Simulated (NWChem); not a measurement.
System: C₂H₄F₂Sn; SMILES [SnH]([F])([CH]=C)[F]

```xyz
9

Sn    -0.0001     0.2379    -0.2211
F      1.5017     1.2617     0.4395
F     -1.4996     1.2650     0.4393
C     -0.0019    -1.6672     0.6945
C     -0.0002    -2.7866    -0.0331
H      0.0003     0.3571    -1.9228
H     -0.0038    -1.7124     1.7890
H      0.0017    -2.7830    -1.1292
H     -0.0007    -3.7760     0.4392
```
Atoms are numbered in this order, from 1.

Computed with NWChem. Geometry: optimised at PBE0/def2-SVP. No frequency run checked for a minimum. def2 effective core potentials on Sn; no spin-orbit coupling. Level PBE/def2-SVP: energy and gradient on several grids; changes count from the extra-fine grid, which is no exact limit either.

```tsv
grid	size of the energy change (μHa)	largest change of a gradient component (μHa/bohr)	time, medium = 1 (rough)
xcoarse	9000	20000	about 1
coarse	100	400	about 1
medium	10	300	about 1
fine	< 10	30	about 1
xfine	< 10	< 30	2
```
